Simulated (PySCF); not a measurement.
**Atomic charges against the basis set**

C₂H₇BN₂.
Cartesian coordinates in Å at the PBE0-D3(BJ)/def2-SVP level; atoms count from 1:
```
atom  x, y, z in Å
C1     2.5347    0.3985    0.3038
C2     1.1282    0.0524    0.3313
N3     0.0100   -0.2227    0.3504
B4    -1.6893   -0.5925    0.3124
N5    -2.3331    0.0793   -0.8038
H6     2.6927    1.2718   -0.3453
H7     2.8813    0.6412    1.3185
H8     3.1233   -0.4457   -0.0830
H9    -1.6056   -1.8122    0.2274
H10   -1.9876   -0.1832    1.4282
H11   -2.2211   -0.2569   -1.7502
H12   -2.5325    1.0695   -0.7717
```

PBE0 throughout (PySCF), one geometry, spherical d and f functions. Geometry: PBE0-D3(BJ)/def2-SVP, one conformer, isolated molecule. Atoms taken as equivalent share a column and are averaged. The first 7 of 8 kinds of atom are listed.

Mulliken charges (e):

```tsv
basis	functions	C1	C2	N3	B4	N5	H6/H7/H8	H9/H10
STO-3G	32	-0.248	+0.160	-0.125	+0.148	-0.492	+0.138	-0.091
6-31G	59	-0.532	+0.179	-0.237	+0.302	-0.840	+0.244	-0.089
pcSseg-0	59	-0.484	+0.013	-0.321	+0.258	-0.854	+0.302	-0.042
6-31G*	84	-0.602	+0.300	-0.257	+0.158	-0.811	+0.252	-0.081
cc-pVDZ	105	-0.023	-0.019	-0.023	-0.092	-0.122	+0.115	-0.100
def2-SVP	105	+0.007	-0.194	+0.115	-0.049	-0.209	+0.109	-0.098
6-311+G(2d,p)	177	-0.734	+0.375	-0.014	+0.124	-0.660	+0.199	-0.055
aug-cc-pVDZ	178	+0.370	0.000	-0.318	-0.740	-0.158	+0.005	+0.447
def2-TZVP	197	-0.267	-0.115	+0.198	-0.134	-0.581	+0.180	-0.036
IGLO-III	245	-0.263	+0.266	-0.266	+0.201	-0.598	+0.169	-0.104
cc-pVTZ	248	-0.261	-0.025	+0.173	-0.142	-0.342	+0.145	-0.049
```

IAO charges (e):

```
        basis  functions      C1      C2      N3      B4      N5  H6/H7/H8  H9/H10
       STO-3G         32  -0.423  +0.164  -0.002  -0.088  -0.522    +0.183  -0.029
        6-31G         59  -0.466  +0.193  -0.029  -0.111  -0.628    +0.202  -0.023
     pcSseg-0         59  -0.457  +0.192  -0.025  -0.129  -0.585    +0.199  -0.027
       6-31G*         84  -0.452  +0.199  -0.030  -0.092  -0.627    +0.196  -0.031
      cc-pVDZ        105  -0.453  +0.197  -0.024  -0.116  -0.616    +0.196  -0.026
     def2-SVP        105  -0.445  +0.201  -0.020  -0.114  -0.607    +0.193  -0.031
6-311+G(2d,p)        177  -0.464  +0.204  -0.030  -0.110  -0.658    +0.201  -0.024
  aug-cc-pVDZ        178  -0.460  +0.203  -0.028  -0.113  -0.656    +0.200  -0.024
    def2-TZVP        197  -0.463  +0.204  -0.030  -0.108  -0.653    +0.201  -0.025
     IGLO-III        245  -0.465  +0.204  -0.030  -0.109  -0.659    +0.202  -0.024
      cc-pVTZ        248  -0.465  +0.203  -0.029  -0.109  -0.649    +0.201  -0.026
```

Hirshfeld charges (e):

```json
{"basis": "STO-3G", "functions": "32", "C1": "+0.017", "C2": "+0.105", "N3": "-0.018", "B4": "+0.047", "N5": "-0.271", "H6/H7/H8": "+0.055", "H9/H10": "-0.108"}
{"basis": "6-31G", "functions": "59", "C1": "-0.048", "C2": "+0.131", "N3": "-0.025", "B4": "+0.001", "N5": "-0.296", "H6/H7/H8": "+0.079", "H9/H10": "-0.099"}
{"basis": "pcSseg-0", "functions": "59", "C1": "-0.052", "C2": "+0.141", "N3": "-0.004", "B4": "-0.011", "N5": "-0.294", "H6/H7/H8": "+0.079", "H9/H10": "-0.109"}
{"basis": "6-31G*", "functions": "84", "C1": "-0.047", "C2": "+0.134", "N3": "-0.028", "B4": "-0.003", "N5": "-0.295", "H6/H7/H8": "+0.080", "H9/H10": "-0.100"}
{"basis": "cc-pVDZ", "functions": "105", "C1": "-0.060", "C2": "+0.141", "N3": "-0.016", "B4": "-0.005", "N5": "-0.294", "H6/H7/H8": "+0.082", "H9/H10": "-0.105"}
{"basis": "def2-SVP", "functions": "105", "C1": "-0.065", "C2": "+0.150", "N3": "-0.013", "B4": "-0.011", "N5": "-0.299", "H6/H7/H8": "+0.083", "H9/H10": "-0.105"}
{"basis": "6-311+G(2d,p)", "functions": "177", "C1": "-0.062", "C2": "+0.146", "N3": "-0.044", "B4": "+0.014", "N5": "-0.308", "H6/H7/H8": "+0.085", "H9/H10": "-0.096"}
{"basis": "aug-cc-pVDZ", "functions": "178", "C1": "-0.070", "C2": "+0.148", "N3": "-0.039", "B4": "+0.010", "N5": "-0.309", "H6/H7/H8": "+0.087", "H9/H10": "-0.095"}
{"basis": "def2-TZVP", "functions": "197", "C1": "-0.067", "C2": "+0.148", "N3": "-0.037", "B4": "+0.007", "N5": "-0.308", "H6/H7/H8": "+0.086", "H9/H10": "-0.098"}
{"basis": "IGLO-III", "functions": "245", "C1": "-0.070", "C2": "+0.148", "N3": "-0.039", "B4": "+0.009", "N5": "-0.310", "H6/H7/H8": "+0.087", "H9/H10": "-0.096"}
{"basis": "cc-pVTZ", "functions": "248", "C1": "-0.069", "C2": "+0.149", "N3": "-0.032", "B4": "+0.006", "N5": "-0.308", "H6/H7/H8": "+0.086", "H9/H10": "-0.100"}
```

**Question.** Which scheme is steadiest as the basis changes?

**Answer.** Largest range over the bases for any column: Hirshfeld 0.09 e, IAO 0.14 e, Mulliken 1.10 e. Hirshfeld charges move least and Mulliken charges most, counted in e. Without the minimal STO-3G basis the ranges are Hirshfeld 0.04, IAO 0.07, Mulliken 1.10 e.

**Question.** How much do the charges still move between the two largest bases, IGLO-III and cc-pVTZ?

**Answer.** At most, over all atoms: Mulliken 0.440 e, IAO 0.010 e, Hirshfeld 0.007 e.

**Question.** What do the same runs give for the total energy, the frontier levels and the dipole moment?

**Answer.** 
```csv
basis,energy (Eh),HOMO (eV),LUMO (eV),μ (D)
STO-3G,-211.8147,-3.06,2.37,6.79
6-31G,-214.4452,-5.61,0.06,7.54
pcSseg-0,-214.0238,-5.73,-0.21,7.64
6-31G*,-214.5003,-5.68,0.12,7.34
cc-pVDZ,-214.5211,-5.80,0.04,7.24
def2-SVP,-214.3532,-5.81,-0.07,7.35
"6-311+G(2d,p)",-214.5760,-6.14,-0.41,7.45
aug-cc-pVDZ,-214.5372,-6.13,-0.64,7.40
def2-TZVP,-214.5924,-6.09,-0.19,7.43
IGLO-III,-214.5989,-6.12,-0.23,7.44
cc-pVTZ,-214.5880,-6.04,-0.15,7.37
```

The dipole is fixed by the density alone, so its range of 0.85 D shows that the density itself changes with the basis, not only its division among atoms.
